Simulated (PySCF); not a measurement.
Which basis set comes closest?

Molecule: SMILES c1ccc(N=O)cc1, C6H5NO.

Geometry:
```
atom   x (Å)   y (Å)   z (Å)
  O1  -2.317  -2.247   0.109
  N2  -2.268  -1.089  -0.209
  C3  -0.979  -0.474  -0.091
  C4  -0.917   0.872  -0.454
  C5   0.297   1.549  -0.368
  C6   1.432   0.872   0.079
  C7   1.363  -0.479   0.441
  C8   0.156  -1.159   0.358
  H9  -1.833   1.357  -0.798
 H10   0.361   2.603  -0.649
 H11   2.385   1.402   0.147
 H12   2.261  -0.994   0.789
 H13   0.054  -2.211   0.629
```

Geometry PBE0-D3(BJ)/def2-SVP throughout; GIAO in PySCF 2.14.0 with density-fitted response routines, gas phase, one conformer, non-relativistic; equivalent atoms averaged; functional PBE0.

Reference values (estimated from measurements, as parent shift plus tabulated substituent increments; solution, not stated per compound (mostly CDCl3 or CCl4); Pretsch, Buehlmann, Badertscher, Structure Determination of Organic Compounds, 4th ed. (2009)): δ(C4/C8) = 120.9 ppm, δ(C5/C7) = 129.3 ppm, δ(C6) = 135.6 ppm, δ(H9/H13) = 7.89 ppm, δ(H10/H12) = 7.63 ppm, δ(H11) = 7.69 ppm. Computed shifts are taken against TMS, calculated as an isolated molecule at each level.

Q: How do the basis sets STO-3G, pcSseg-0, 6-31G, 6-31G*, cc-pVDZ, def2-SVP, pcSseg-1, aug-cc-pVDZ, 6-311+G(2d,p), def2-TZVP, cc-pVTZ, IGLO-III perform against the reference? Times are CPU seconds on shared hosts with different chips, so compare them loosely.

A: 
```tsv
basis set	functions	C4/C8	C5/C7	C6	H9/H13	H10/H12	H11	mean abs. error C	mean abs. error H	core-s
STO-3G	45	90.2	113.9	115.8	7.89	8.21	8.16	22.0	0.35	3.7
pcSseg-0	82	128.0	140.1	147.6	8.37	8.16	8.10	10.0	0.47	6.7
6-31G	82	114.4	125.9	132.6	8.17	8.08	8.05	4.3	0.36	8.4
6-31G*	122	114.0	123.2	129.2	7.85	7.71	7.64	6.5	0.06	12
cc-pVDZ	137	118.7	128.8	134.7	7.74	7.70	7.63	1.2	0.09	14
def2-SVP	137	117.9	127.3	133.4	7.79	7.70	7.60	2.4	0.09	13
pcSseg-1	161	124.1	134.6	141.7	7.94	7.91	7.81	4.9	0.15	20
aug-cc-pVDZ	229	118.7	127.7	134.5	8.14	7.91	7.92	1.6	0.25	30
6-311+G(2d,p)	246	122.9	132.2	139.5	8.11	7.89	7.88	2.9	0.22	30
def2-TZVP	278	124.4	133.9	141.2	8.10	7.90	7.87	4.6	0.22	42
cc-pVTZ	310	123.5	133.2	140.2	8.05	7.87	7.84	3.7	0.18	48
IGLO-III	330	127.6	137.0	144.5	8.10	7.89	7.87	7.8	0.22	51
```

For ¹³C the closest is cc-pVDZ (1.2 ppm) and the furthest STO-3G (22.0 ppm).

For ¹H the closest is 6-31G* (0.06 ppm, with def2-SVP practically level) and the furthest pcSseg-0 (0.47 ppm). Where a smaller basis beats a larger one, errors probably cancel. One molecule is a small sample, and vibrational and solvent effects are absent from the calculation.

A small basis that lands close on one nucleus may do so by chance; judge by the trend and by all nuclei.
